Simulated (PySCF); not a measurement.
Two species compared at the same levels of theory.

First species: C5H15NOSi.
Numbering: `[CH3:1][CH2:2][CH2:3][Si@H:4]([NH2:5])[O:6][CH2:7][CH3:8]` (hydrogens: H9, H10, H11 on C1; H12, H13 on C2; H14, H15 on C3; H16 on Si4; H17, H18 on N5; H19, H20 on C7; H21, H22, H23 on C8)

Geometry (PBE0-D3(BJ)/def2-SVP, Å), atoms numbered from 1 in this order:
```xyz
23
C5H15NOSi angstrom
C     -3.6931    0.8347    0.9239
C     -2.5771    0.3252    0.0248
C     -1.1796    0.6749    0.5324
Si     0.2121    0.0150   -0.5220
N      0.1283   -1.7082   -0.6052
O      1.5967    0.6421    0.1779
C      2.8880    0.4735   -0.3454
C      3.5842   -0.7359    0.2468
H     -3.6572    1.9319    1.0208
H     -3.6085    0.4139    1.9391
H     -4.6869    0.5662    0.5328
H     -2.7108    0.7338   -0.9925
H     -2.6569   -0.7695   -0.0886
H     -1.0525    1.7684    0.6175
H     -1.0330    0.2842    1.5565
H      0.1683    0.4595   -1.9513
H      0.5031   -2.2182   -1.3954
H      0.0985   -2.2841    0.2282
H      3.4661    1.3871   -0.1219
H      2.8611    0.3870   -1.4511
H      3.6262   -0.6532    1.3433
H      3.0354   -1.6567   -0.0028
H      4.6130   -0.8267   -0.1353
```

Second species: W(NH)2Me2, C2H8N2W (singlet state).
SMILES: `[CH3][W]([CH3])(=[NH])=[NH]`

Levels: B3LYP/def2-SVPD for HOMO energy, LUMO energy, HOMO–LUMO gap and static isotropic polarisability; TDDFT B3LYP/def2-SVPD for lowest singlet excitation; TDA B3LYP/def2-SVPD for lowest triplet excitation (Tamm–Dancoff); ΔSCF B3LYP/def2-SVPD for vertical ionisation energy. Geometries: PBE0-D3(BJ)/def2-SVP. Each species is one conformer at its optimised geometry, gas phase (atoms past krypton carry core potentials, spin–orbit coupling is left out); the electronic structure was computed with PySCF and density fitting.

```tsv
property	column X	column Y
HOMO energy	-7.10 eV	-7.10 eV
LUMO energy	0.21 eV	-1.82 eV
HOMO–LUMO gap	7.31 eV	5.28 eV
lowest singlet excitation	6.32 eV	3.99 eV
lowest triplet excitation (Tamm–Dancoff)	6.00 eV	3.76 eV
static isotropic polarisability	101.9 au	85.6 au
vertical ionisation energy	9.19 eV	9.05 eV
```

Which column belongs to which species?

Column X is the first species and column Y the second. The first has 23 atoms and 74 electrons, the second 13 and 108.

How does each property change from the first species to the second?

HOMO energy 0.00 eV; LUMO energy -2.03 eV; HOMO–LUMO gap -2.03 eV; lowest singlet excitation -2.33 eV; lowest triplet excitation (Tamm–Dancoff) -2.24 eV; static isotropic polarisability -16.3 au; vertical ionisation energy -0.14 eV.

On the first: The principal polarisabilities are 90.3, 93.1 and 122.4 au; their mean is the isotropic value. The ΔSCF ionisation energy exceeds −ε(HOMO) by 2.09 eV with B3LYP.

On the second: No computed singlet falls in the visible range (750 to 380 nm, 1.65 to 3.26 eV); S1 lies 0.73 eV above its blue end. The principal polarisabilities are 84.9, 85.8 and 86.1 au; their mean is the isotropic value. Atoms past krypton carry effective core potentials; spin–orbit coupling is left out.
